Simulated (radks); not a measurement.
Results of a calculation; reference values are marked as such.
Spherical jellium clusters: N electrons in a uniform positive sphere of charge N and radius rs N^(1/3), rs = 4.89 bohr. Level of theory: non-relativistic Kohn-Sham, PBE, spin-polarised, spherical densities (a radial shooting solver with Libxc functionals). Levels are named by radial order and angular momentum (1s, 1p, 1d, 2s, ...), and open shells are averaged over m.

N = 2, configuration 1s2. This is the lowest configuration that the search found. Occupied and some empty levels:

level,occupation,eigenvalue (eV),<r> (bohr)
1s,2,-2.7268,4.775
1p,0,-1.2156,6.641

Energy (eV): total -3.40881, kinetic 2.3055, external -20.723, Hartree 10.280, exchange-correlation -5.8714, background 10.600.
